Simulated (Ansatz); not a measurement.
Ansatz results at the PBE0-D4/def2-TZVP geometry: HOMO energy (ωB97M-V/def2-TZVPP) -8.88 eV; HOMO energy (PBE/def2-TZVPP) -5.51 eV; HOMO–LUMO gap (B3LYP/def2-TZVPP) 6.88 eV.

Each molecule was computed in one conformer, which needn't be the lowest.

(1) Which molecule gave them?
A. `C[SiH](N)[SiH2]N`
B. `C[Si](N)(N)[SiH3]`
C. `N[Si](N)(N)F`
D. `Cl[Si](Cl)(Cl)Br`

## Answers

(1) B. The others give `C[SiH](N)[SiH2]N`: -9.25, -5.73, 6.56; `N[Si](N)(N)F`: -9.92, -5.98, 7.71; `Cl[Si](Cl)(Cl)Br`: -11.26, -7.71, 7.59.

B3LYP here is the variant with VWN-RPA as its local correlation; programs differ in this.
